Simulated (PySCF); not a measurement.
SMILES N#Cc1ccc[c]([GeH3])c1 (C₇H₇GeN), singlet (GFN2-xTB optimised geometry):

```
16

N     -2.666    -2.780     0.003
C     -2.101    -1.783     0.001
C     -1.399    -0.555     0.000
C     -2.101     0.651     0.000
C     -1.400     1.842    -0.001
C     -0.016     1.835     0.000
C      0.697     0.640     0.000
Ge     2.652     0.660     0.006
C     -0.005    -0.555     0.000
H     -3.181     0.642    -0.001
H     -1.937     2.780    -0.001
H      0.527     2.772    -0.001
H      3.171     1.462    -1.143
H      3.181    -0.732    -0.087
H      3.170     1.293     1.256
H      0.528    -1.497     0.000
```

Calculation: PBE0/def2-TZVP (PySCF).

Task: What are the frontier orbital energies and the dipole moment?

Result: HOMO-2 -9.19 eV, HOMO-1 -8.11 eV, HOMO -7.85 eV, LUMO -1.71 eV, LUMO+1 -1.08 eV; dipole moment 4.46 D.

Meta-Löwdin charges at PBE0/def2-TZVP: N1 -0.22, C2 0.11, C3 -0.03, C4 -0.10, C5 -0.11, C6 -0.10, C7 -0.18, Ge8 0.36, C9 -0.09, H10 0.14, H11 0.13, H12 0.12, H13 -0.06, H14 -0.06, H15 -0.06, H16 0.13.
